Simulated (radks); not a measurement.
Problem. All-electron calculation, non-relativistic Kohn-Sham, LDA (Slater exchange, Perdew-Wang correlation), spin-polarised, spherical densities, point nucleus; open shells are filled with parallel spins first. Program: a radial shooting solver on a logarithmic mesh with Libxc functionals. Response by self-consistent Sternheimer equations with the Hartree and adiabatic LDA kernel. Rank Li, Li2+, Li+ (NIST ground configurations) by static dipole polarisability, largest first.

Solution. Li 143.7, Li+ 0.2150, Li2+ 0.06142 bohr^3.
